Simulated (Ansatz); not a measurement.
Basis-set extrapolation for C$_{2}$H$_{9}$BSi$_{2}$, SMILES `C=CB[SiH2][SiH3]` (PBE0-D4/def2-TZVP geometry, frozen core, Ansatz 0.2.0). Multiplicity 1, RHF reference.

|  | def2-TZVPP | def2-QZVPP |
| --- | --- | --- |
| HF | -683.537819 | -683.560156 |
| MP2 correlation | -0.673115 | -0.717841 |
| CCSD(T) correlation | -0.778471 | not run |

Energies in hartree. Use E(X) = E(∞) + A·exp(−7.88·√X) for Hartree–Fock and E(X) = E(∞) + B·X^(−2.97) for correlation, with X = 3 and 4, and add CCSD(T) minus MP2 of the smaller set to the MP2 limit.

Q: What is the CCSD(T) energy at the basis-set limit?

A: HF limit: -683.560156 + (-0.022337) × 0.13774 = -683.56323. MP2 limit: -0.717841 + (-0.044726) × 0.74074 = -0.75097. Higher-order term: -0.778471 − (-0.673115) = -0.10536. Total: -684.41956 hartree, 271.1 kJ/mol below CCSD(T)/def2-TZVPP.
